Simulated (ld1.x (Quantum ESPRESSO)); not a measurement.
## bismuth: one change to an RRKJ potential, before and after

bismuth, norm-conserving RRKJ (Kleinman–Bylander form), made with ld1.x (Quantum ESPRESSO) 7.5 (PBEsol, scalar-relativistic). Core [Kr] 4d10 4f14 5s2, reference 5p6 5d10 6s2 6p3. Waves: 6s (bound): rc 1.75 bohr; 5p (bound): rc 1.65 bohr; 5d (bound): rc 1.10 bohr. Local part: the d channel. Core correction: none. rho0 = 0.005.

Occupied shells without a wave of their own: 6p. They enter only through the test configuration that unscreens the potential.

All-electron outer shells of the reference configuration (PBEsol, scalar-relativistic, ld1.x):

```tsv
shell	level (eV)	outermost node (bohr)	outermost maximum (bohr)
5s	-157.81	0.44	0.77
4f	-152.63	–	0.34
5p	-95.82	0.48	0.86
5d	-27.06	0.51	1.03
6s	-14.53	0.98	1.86
6p	-4.60	1.14	2.44
```

Change: all radii scaled by about 1.24 (s 2.16, p 2.04, d 1.36 bohr).

Cutoffs: the cutoffs (Ry, on a coarse ladder) from which the occupation-weighted sum of valence levels, in a spherical-Bessel basis at the reference potential, stays within 10 and 1 mRy of its value at 400 Ry; they do not see the model core or the augmentation charge, which bear on the density cutoff. Errors are all-electron minus pseudo energies relative to the spin-unpolarised reference configuration.

Problem. Predict the effect on cutoff, ghosts and configuration errors.

Solution. The potential gets softer (90 Ry and 120 Ry → 60 Ry and 100 Ry); both files keep a bound ghost (s); the miss of the reference levels goes from 0.06 to 0.56 eV; of the 7 tests that both files solve, the error grows in 7 and shrinks in 0 by more than 15 % and 0.3 meV (median size 80.1 → 743.4 meV). A larger radius leaves more room for a smooth pseudo-wave, so fewer plane waves are needed. More of the atom is replaced by a form fitted at one configuration, so other configurations suffer.

```csv
quantity,base,changed
"cutoff, loose",90 Ry,60 Ry
"cutoff, tight",120 Ry,100 Ry
loose cutoff by channel (10 mRy a level),"s 21 Ry, p 35 Ry, d 45 Ry","s 25 Ry, p 30 Ry, d 45 Ry"
bound ghosts,s,s
"largest miss of a reference level, eV",0.06,0.56
"error for 5p6 5d10 6s2 6p2, meV [ΔE 7.95 eV]",-80,+743
"error for 5p6 5d10 6s2 6p1, meV [ΔE 23.24 eV]",-213,+1869
"error for 5p6 5d10 6s2 6p0, meV [ΔE 46.60 eV]",-415,+3416
"error for 5p6 5d10 6s2 6p2.5, meV [ΔE 3.11 eV]",-34,+325
"error for 5p6 5d10 6s1 6p3, meV [ΔE 18.81 eV]",-17,+60
"error for 5p6 5d10 6s1 6p0, meV [ΔE 92.07 eV]",-541,+4375
"error for 5p6 5d10 6s2 6p3.3, meV [ΔE -1.10 eV]",+16,-149
```

Base: The 6p level has no wave, so the channel is fitted at the deeper level alone: the likely source of the large errors. Changed file: The 6p level has no wave, so the channel is fitted at the deeper level alone: the likely source of the large errors. A true bound ghost makes a file unfit for plane-wave use even where its test errors are small: the radial tests pick states by their node count and pass the ghost by.
